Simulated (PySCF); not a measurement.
C₂F₅, SMILES FC(F)(F)[C](F)F (connectivity only; charge and spin as stated), charge +1, multiplicity 1.

Geometry: PBE0-D3(BJ)/def2-SVP. The spin state was assumed, not searched. The isomer is the one that the SMILES or the coordinates give; other isomers of the formula were not compared.

Method: PySCF with M06-2X/def2-TZVP.

Isolated molecule, no solvent.

Computed frontier levels, gap, dipole moment and polarisability:
highest occupied level: -20.35 eV
lowest empty level: -9.80 eV
orbital gap: 10.55 eV
dipole moment about the centre of nuclear charge: 3.25 D
mean static polarisability: 24.4 bohr³ (3.62 Å³)
polarisability, principal values: 21.0, 25.8, 26.4 bohr³
